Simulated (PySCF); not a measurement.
# Gas-phase XPS of (Me2Al-mu-Br)2, computed

Species: (Me2Al-mu-Br)2, C4H12Al2Br2.
Structure used (PBE0-D3(BJ)/def2-SVP), in Å, numbered top down from 1:
```xyz
20
C4H12Al2Br2 angstrom
Al     1.5679    0.4507    0.5495
C      2.4015    1.9349   -0.3943
C      2.2920   -0.5995    2.0208
Br    -0.7370    1.1488    1.1690
Al    -1.5838   -0.4475   -0.5382
C     -2.3070    0.6030   -2.0091
C     -2.4144   -1.9351    0.4032
Br     0.7208   -1.1466   -1.1564
H      2.6939    2.7349    0.3062
H      3.3159    1.6056   -0.9159
H      1.7291    2.3765   -1.1463
H      2.5431    0.0438    2.8807
H      3.2187   -1.1140    1.7150
H      1.5836   -1.3667    2.3702
H     -1.5976    1.3704   -2.3563
H     -2.5557   -0.0393   -2.8706
H     -3.2344    1.1171   -1.7051
H     -2.6173   -2.7731   -0.2847
H     -3.3788   -1.6326    0.8446
H     -1.7782   -2.3173    1.2169
```

Theory: PySCF 2.14.0, delta-SCF UKS SCAN, pcX-2 on the ionised atom, pcseg-1 elsewhere, spin-free X2C. Binding energies are ΔSCF values: E(core-ionised, relaxed orbitals) − E(ground state) at a fixed geometry, referred to the vacuum level.

Problem. List the computed XPS lines with their assignment.

Solution. 
```tsv
atom(s)	bonded to	level	binding energy (eV)	count
C2/C3/C6/C7	3 H and Al	C 1s	289.56	4
Al1/Al5	2 Br and 2 C	Al 1s	1566.74	2
```

Problem. Express the binding energy of Al 1s of Al1/Al5 in atomic units and per mole.

Solution. 1566.74 eV = 57.5766 Eh = 151167 kJ/mol.

Atoms equivalent by their bonding share one computed value, that of the first of them. No level of bromine is listed. The structure is a single PBE0-D3(BJ)/def2-SVP conformer in the gas phase; no vibrational or solvent corrections.
